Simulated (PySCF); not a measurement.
**How methods differ on the excitation energy of Ne²⁺**

Ne²⁺ [He] 2s2 2p4 (3P) → Ne²⁺ [He] 2s2 2p3 3s1 (5S), as a difference of total energies. Computed with PySCF 2.14 in aug-cc-pVQZ-DK, with scalar relativity by spin-free X2C-1e. Correlated levels: valence: 1s2 frozen. The calculations carry no spin-orbit coupling.

```tsv
method	excitation energy (cm⁻¹)
UHF	300680
LDA	310000
PBE	311710
PBE0	311530
r2SCAN	313390
wB97M-V	311220
r2SCANh	312960
BLYP	313200
B2PLYP	311590
MP2 (valence)	308770
SCS-MP2 (valence)	310470
```

A first-order spin-orbit estimate (lowest level to lowest level, LS coupling) adds 0.037 eV.

The promoted electron is Rydberg-like, and one or two diffuse shells describe it only roughly, which tends to raise the upper state.
